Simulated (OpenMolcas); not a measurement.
**Multiconfigurational calculation on Rh III**

Input:

```
&GATEWAY
Coord
1

Rh 0.0 0.0 0.0
Basis=ANO-R2
Group=XYZ
NoMove
AngMom=0.0 0.0 0.0
AMFI
&SEWARD
* reference wave functions (RASSCF and RASSI steps not shown): 7 electrons in 6 orbitals (4d 5s)
>>> COPY JOB001 $Project.JobIph
&CASPT2
Multistate=60 1 2 3 4 5 6 7 8 9 10 11 12 13 14 15 16 17 18 19 20 21 22
23 24 25 26 27 28 29 30 31 32 33 34 35 36 37 38 39 40 41 42 43 44 45 46
47 48 49 50 51 52 53 54 55 56 57 58 59 60
Frozen=8 6
IPEA=0.25
Imaginary=0.1
MaxIter=60
WThr=0.0 0.3 0.05
PrWF=0.5
NoMix
>>> COPY JOB002 $Project.JobIph
&CASPT2
Multistate=5 1 2 3 4 5
Frozen=8 6
IPEA=0.25
Imaginary=0.1
MaxIter=60
WThr=0.0 0.3 0.05
PrWF=0.5
NoMix
>>> COPY JOB003 $Project.JobIph
&CASPT2
Multistate=110 1 2 3 4 5 6 7 8 9 10 11 12 13 14 15 16 17 18 19 20 21 22
23 24 25 26 27 28 29 30 31 32 33 34 35 36 37 38 39 40 41 42 43 44 45 46
47 48 49 50 51 52 53 54 55 56 57 58 59 60 61 62 63 64 65 66 67 68 69 70
71 72 73 74 75 76 77 78 79 80 81 82 83 84 85 86 87 88 89 90 91 92 93 94
95 96 97 98 99 100 101 102 103 104 105 106 107 108 109 110
NoMult
Frozen=8 6
IPEA=0.25
Imaginary=0.1
MaxIter=60
WThr=0.0 0.3 0.05
PrWF=0.5
NoMix
```

Launched by
```bash
OMP_NUM_THREADS=1 MOLCAS_MEM=1689 MOLCAS_PROJECT=a pymolcas a.inp > a.log  # once for each step of the input, in one work folder
```

Output, cut to the results:

```
--- CASPT2 ---
Orbital specifications:
      -----------------------

      Symmetry species                           1   2
                                                ag  au
      Frozen orbitals                            8   6
      Inactive orbitals                          1   3
      Active orbitals                            6   0
      Secondary orbitals                        21  20
      Deleted orbitals                           0   0
      Number of basis functions                 36  29
Type of calculation                        MS-CASPT2
      Fock operator                              state-specific
      IPEA shift                                 0.25
      Real shift                                 0.00
      Imaginary shift                            0.10
      The input orbitals will be transformed to quasi-canonical
Reference energy:       -4780.3892566577
      E2 (Non-variational):      -0.4833541767
      Shift correction:          -0.0002389217
      E2 (Variational):          -0.4835930985
      Total energy:           -4780.8728497561
      Residual norm:              0.0000006522
      Reference weight:           0.92024
      Contributions to the CASPT2 correlation energy
      Active & Virtual Only:         -0.1764356850
      One Inactive Excited:          -0.2171789871
      Two Inactive Excited:          -0.0897395047
Reference energy:       -4780.3892566577
      E2 (Non-variational):      -0.4812984109
      Shift correction:          -0.0002278948
      E2 (Variational):          -0.4815263057
      Total energy:           -4780.8707829634
      Residual norm:              0.0000007503
      Reference weight:           0.92134
      Contributions to the CASPT2 correlation energy
      Active & Virtual Only:         -0.1749603654
      One Inactive Excited:          -0.2167664283
      Two Inactive Excited:          -0.0895716172
::    CASPT2 Root  1     Total energy:  -4780.87284976
::    CASPT2 Root  2     Total energy:  -4780.87078296
::    CASPT2 Root  3     Total energy:  -4780.87299320
::    CASPT2 Root  4     Total energy:  -4780.87139809
::    CASPT2 Root  5     Total energy:  -4780.87065184
::    CASPT2 Root  6     Total energy:  -4780.87064553
::    CASPT2 Root  7     Total energy:  -4780.87222630
::    CASPT2 Root  8     Total energy:  -4780.82752575
::    CASPT2 Root  9     Total energy:  -4780.82752582
::    CASPT2 Root 10     Total energy:  -4780.82752577
::    CASPT2 Root 11     Total energy:  -4780.63992209
::    CASPT2 Root 12     Total energy:  -4780.63995901
::    CASPT2 Root 13     Total energy:  -4780.63985924
::    CASPT2 Root 14     Total energy:  -4780.63996111
::    CASPT2 Root 15     Total energy:  -4780.63985263
::    CASPT2 Root 16     Total energy:  -4780.60237543
::    CASPT2 Root 17     Total energy:  -4780.60226011
::    CASPT2 Root 18     Total energy:  -4780.60233615
::    CASPT2 Root 19     Total energy:  -4780.60226390
::    CASPT2 Root 20     Total energy:  -4780.60229276
::    CASPT2 Root 21     Total energy:  -4780.60243367
::    CASPT2 Root 22     Total energy:  -4780.60223450
::    CASPT2 Root 23     Total energy:  -4780.60232705
::    CASPT2 Root 24     Total energy:  -4780.60233368
::    CASPT2 Root 25     Total energy:  -4780.60252284
::    CASPT2 Root 26     Total energy:  -4780.60230361
::    CASPT2 Root 27     Total energy:  -4780.59735480
::    CASPT2 Root 28     Total energy:  -4780.59736368
::    CASPT2 Root 29     Total energy:  -4780.59736547
::    CASPT2 Root 30     Total energy:  -4780.59396532
--- CASPT2 ---
Orbital specifications:
      -----------------------

      Symmetry species                           1   2
                                                ag  au
      Frozen orbitals                            8   6
      Inactive orbitals                          1   3
      Active orbitals                            6   0
      Secondary orbitals                        21  20
      Deleted orbitals                           0   0
      Number of basis functions                 36  29
Type of calculation                        MS-CASPT2
      Fock operator                              state-specific
      IPEA shift                                 0.25
      Real shift                                 0.00
      Imaginary shift                            0.10
      The input orbitals will be transformed to quasi-canonical
Reference energy:       -4780.2313436449
      E2 (Non-variational):      -0.4616907386
      Shift correction:          -0.0002131604
      E2 (Variational):          -0.4619038991
      Total energy:           -4780.6932475440
      Residual norm:              0.0000000804
      Reference weight:           0.92198
      Contributions to the CASPT2 correlation energy
      Active & Virtual Only:         -0.1453399104
      One Inactive Excited:          -0.2169320544
      Two Inactive Excited:          -0.0994187739
Reference energy:       -4780.2313436449
      E2 (Non-variational):      -0.4616741158
      Shift correction:          -0.0002130765
      E2 (Variational):          -0.4618871923
      Total energy:           -4780.6932308373
      Residual norm:              0.0000000809
      Reference weight:           0.92199
      Contributions to the CASPT2 correlation energy
      Active & Virtual Only:         -0.1453257697
      One Inactive Excited:          -0.2169313669
      Two Inactive Excited:          -0.0994169791
::    CASPT2 Root  1     Total energy:  -4780.69324754
::    CASPT2 Root  2     Total energy:  -4780.69323084
::    CASPT2 Root  3     Total energy:  -4780.69322937
::    CASPT2 Root  4     Total energy:  -4780.69322579
::    CASPT2 Root  5     Total energy:  -4780.69322958
::    MS-CASPT2 Root  1     Total energy:  -4780.69324786
::    MS-CASPT2 Root  2     Total energy:  -4780.69323678
::    MS-CASPT2 Root  3     Total energy:  -4780.69323328
::    MS-CASPT2 Root  4     Total energy:  -4780.69322662
...
```

Levels above the lowest, from the spin-orbit matrix with the multistate effective Hamiltonian, averaged by term, added to it:

```csv
Configuration,Term,J,E (cm-1),Measured (cm-1),g,Term weight %,Second
4d7,4F,9/2,0.0,0.0,1.329,98,2 2G
4d7,4F,7/2,2220,2148,1.237,99,
4d7,4F,5/2,3600,3486,1.031,98,
4d7,4F,3/2,4470,4322,0.413,97,3 2D(1)
4d7,4P,3/2,11030,10997,1.635,77,22 2P
4d7,4P,5/2,11070,11062,1.593,98,
4d7,4P,1/2,12560,,2.490,91,9 2P
4d7,2G,9/2,13310,,1.096,88,10 2H
4d7,2G,7/2,15430,,0.893,98,
4d7,2P,3/2,16270,,1.277,54,24 2D(1)
4d7,2H,11/2,18190,,1.091,100,
4d7,2P,1/2,18330,,0.847,91,9 4P
4d7,2D(1),5/2,18570,,1.204,96,
4d7,2H,9/2,20370,,0.930,90,10 2G
4d7,2D(1),3/2,22080,,0.942,72,24 2P
4d7,2F,5/2,27230,,0.862,98,
4d7,2F,7/2,28310,,1.141,99,
4d6 5s,6D,9/2,39850,43022,1.554,99,
4d6 5s,6D,7/2,41150,44394,1.586,99,
4d6 5s,6D,5/2,42010,45278,1.656,99,
4d6 5s,6D,3/2,42590,45877,1.864,98,
4d6 5s,6D,1/2,42930,,3.325,98,
4d7,2D(2),3/2,43730,,0.800,99,
4d7,2D(2),5/2,44710,,1.197,98,
```

Against the 9 measured excited levels shown (the list in Shadmi, J. Res. Natl. Bur. Stand. 70A, 435 (1966)) the mean absolute deviation is 1500 cm-1; the largest miss in energy is 4d6 5s 6D 3/2: computed 42590, measured 45877 cm-1 (-7.2 %).

CASPT2 does not keep the components of a term degenerate, so their means are used; among the terms shown or strongly mixed into the levels shown the widest spread is 1200 cm-1 (4d7 4F). Blocks of more than 70 roots (2S+1 = 2 even) ran without multistate coupling. Terms from blocks run as CI alone lack orbitals of their own. A single d shell beside an s shell can misplace configurations of different d count against each other. The CASPT2 spread within a term exceeds the gap to the next term for 4d7 2H and 4d7 2D(1), so the order of their levels is uncertain. Computed and measured levels are paired by configuration, term and J; levels that our copy of the source lacks, or whose pairing is in doubt (as where it misses far off the trend of its configuration), stay unpaired and out of the deviations. Only configurations of the active space appear. The first state left out of the spin-orbit step lies near 96000 cm-1 above the lowest spin-free state of the reference (among the parities and spins computed), and the list stops at four fifths of that energy or lower. The table shows the lowest 24 of 61 levels.

The term weight is that of the spin-free term in the level, not the purity of its configuration. A number in round brackets counts repeated terms of one configuration in the order of the reference energies.
